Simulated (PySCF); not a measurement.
## Correlation energy of Ca (calcium, neutral)

[Ar] 4p2, high-spin 3P determinant (an excited configuration). Computed with PySCF 2.14 in ANO-RCC-VTZP (6s5p2d1f, 38 functions), with scalar relativity by spin-free X2C-1e. Frozen: [Ne]; 10 electrons correlated.

```csv
level,correlation energy (mhartree)
CCSD,-248.82
(T),-5.74
CCSD(T),-254.56
```

Diagnostics: T1 = 0.013, D1 = 0.0412, largest double amplitude 0.158.

A double-excitation amplitude exceeds 0.15, a sign of near-degeneracy.

Cost of the coupled-cluster step: about 1.1 core-seconds, for 10 correlated electrons.

Iterations:

```
CC2 = 0
CCSD nocc = (np.int64(6), np.int64(4)), nmo = (33, 33)
frozen orbitals [[0, 1, 2, 3, 4], [0, 1, 2, 3, 4]]
max_cycle = 100
direct = 0
conv_tol = 1e-08
conv_tol_normt = 1e-06
diis_space = 8
diis_start_cycle = 0
Init t2, MP2 energy = -0.22594524988642
Init E_corr(UCCSD) = -0.225945249886497
cycle = 1  E_corr(UCCSD) = -0.243105679172829  dE = -0.0171604293  norm(t1,t2) = 0.0538942
cycle = 2  E_corr(UCCSD) = -0.246652503971352  dE = -0.0035468248  norm(t1,t2) = 0.0292239
cycle = 3  E_corr(UCCSD) = -0.249280565569028  dE = -0.0026280616  norm(t1,t2) = 0.0180978
cycle = 4  E_corr(UCCSD) = -0.248719564308527  dE = 0.000561001261  norm(t1,t2) = 0.00308189
cycle = 5  E_corr(UCCSD) = -0.248817126809857  dE = -9.75625013e-05  norm(t1,t2) = 0.000596357
cycle = 6  E_corr(UCCSD) = -0.248824716020263  dE = -7.58921041e-06  norm(t1,t2) = 0.000111507
cycle = 7  E_corr(UCCSD) = -0.24882381711827  dE = 8.98901992e-07  norm(t1,t2) = 2.18037e-05
cycle = 8  E_corr(UCCSD) = -0.24882382335944  dE = -6.24116916e-09  norm(t1,t2) = 1.88198e-05
cycle = 9  E_corr(UCCSD) = -0.248824050688816  dE = -2.27329376e-07  norm(t1,t2) = 2.0239e-05
cycle = 10  E_corr(UCCSD) = -0.2488240482538  dE = 2.43501619e-09  norm(t1,t2) = 1.6508e-06
cycle = 11  E_corr(UCCSD) = -0.2488240524781  dE = -4.22429974e-09  norm(t1,t2) = 8.21714e-07
UCCSD converged
E(UCCSD) = -679.7228669211669  E_corr = -0.2488240524780997
UCCSD(T) correction = -0.00574106521635379
```
